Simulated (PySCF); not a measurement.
methyl(prop-2-ynyl)silane (C4H8Si), SMILES C#CC[SiH2]C. Atoms are numbered in the order given.

```xyz
13

C      0.2509     2.9610     0.0000
C     -0.2635     1.8631     0.0000
C     -0.8222     0.5206     0.0000
Si     0.5309    -0.8273     0.0000
C     -0.2721    -2.5323     0.0000
H      0.6958     3.9375     0.0000
H     -1.4652     0.3671    -0.8852
H     -1.4652     0.3671     0.8852
H      1.3800    -0.6480     1.2129
H      1.3800    -0.6480    -1.2129
H     -0.9043    -2.6708     0.8920
H      0.4913    -3.3267     0.0000
H     -0.9043    -2.6708    -0.8920
```

Coordinates come from a B3LYP-D3(BJ)/def2-SVP optimisation. The values are those of a single conformer.

Two levels are set side by side: PBE/pcSseg-1 (PySCF) and KT2/pcSseg-1 (PySCF). GIAO shifts against TMS (²⁹Si), TMS (¹H), TMS (¹³C) at the same level; non-relativistic, no solvent, atoms listed together averaged. Differences are taken from unrounded values.

```csv
quantity,KT2,PBE,PBE minus KT2
δ(¹³C) of C1 (ppm),65.9,71.2,5.4
δ(¹³C) of C2 (ppm),76.3,83.2,6.9
δ(¹³C) of C3 (ppm),7.0,7.0,0.0
δ(²⁹Si) of Si4 (ppm),-33.2,-33.1,0.1
δ(¹³C) of C5 (ppm),-3.8,-3.8,0.0
δ(¹H) of H6 (ppm),2.07,1.81,-0.26
"δ(¹H) of H7, H8 (ppm)",2.06,1.98,-0.08
"δ(¹H) of H9, H10 (ppm)",4.48,4.52,0.04
```

Rough cost on one machine, each run with all the roots and properties that it gave: KT2 against PBE within a factor of 2.
